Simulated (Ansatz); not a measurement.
A nudged elastic band was laid between two geometries of C₂H₁₀AsNSi (15 atoms, charge 0, multiplicity 1).

Method: RKS B3LYP-D4/def2-SVP in Ansatz 0.2.0.

| Property | Result |
| --- | --- |
| movable images | 1 |
| climbing image | no |
| spring | 5.0 eV/Å² |
| optimiser | quadratic models (default) |
| start path | IDPP |
| force threshold | 0.03 eV/Å |
| iteration limit | 60 |
| end points | relaxed |

Image 0:

```xyz
15
Properties=species:S:1:pos:R:3
C -1.602 0.749 1.267
Si -0.201 1.038 0.044
N 0.407 -0.486 -0.574
C 0.545 -1.643 0.307
As 1.458 -0.555 -2.121
H -2.394 0.123 0.824
H -1.252 0.264 2.191
H -2.050 1.717 1.549
H -0.680 1.831 -1.125
H 0.867 1.845 0.723
H -0.361 -1.771 0.923
H 1.409 -1.581 1.000
H 0.665 -2.569 -0.281
H 0.644 0.470 -2.916
H 2.521 0.516 -1.782
```

Image 2:

```xyz
15
Properties=species:S:1:pos:R:3
C -1.492 0.750 1.394
Si -0.063 1.037 0.204
N 0.342 -0.442 -0.644
C 0.343 -1.723 0.060
As 1.357 -0.419 -2.217
H -1.211 0.085 2.225
H -1.810 1.711 1.832
H -2.358 0.309 0.874
H -0.435 2.050 -0.827
H 1.100 1.591 0.975
H -0.562 -1.824 0.682
H 1.218 -1.870 0.726
H 0.334 -2.562 -0.656
H 0.668 0.800 -2.840
H 2.547 0.457 -1.761
```

Question: What changes between the two ends?

Answer: No bond is made or broken. The dihedral H6–C1–Si2–N3 goes from -54 to 67°. The two ends are copies of one structure, up to a mirror image or an exchange of like atoms.

Question: What energy profile does the band end with?

Answer: The run converged. The highest image is number 1 of 0 to 2, 0.075 eV above the ends, which have the same energy within 2 meV. No image climbed, so the highest image needn't sit at the top of the path. So few images can step over the top or miss a turn of the path.

| image | path coordinate (Å) | energy (eV) | dihedral H6–C1–Si2–N3 (°) |
| --- | --- | --- | --- |
| 0 | 0.00 | 0.000 | -54 |
| 1 | 1.73 | 0.075 | 8 |
| 2 | 3.46 | 0.000 | 67 |

Question: What is the geometry of the highest image?

Answer: 
```xyz
15
Properties=species:S:1:pos:R:3
C -1.569 0.771 1.348
Si -0.088 1.025 0.197
N 0.338 -0.463 -0.631
C 0.425 -1.725 0.100
As 1.371 -0.424 -2.195
H -1.844 -0.292 1.431
H -1.361 1.145 2.362
H -2.450 1.307 0.961
H -0.408 2.027 -0.860
H 1.068 1.571 0.986
H -0.446 -1.851 0.764
H 1.333 -1.817 0.731
H 0.422 -2.581 -0.596
H 0.656 0.768 -2.837
H 2.531 0.489 -1.732
```

Run time: 47 s on 2 threads of Arm Neoverse V1 (shared host), peak memory 0.44 GiB.
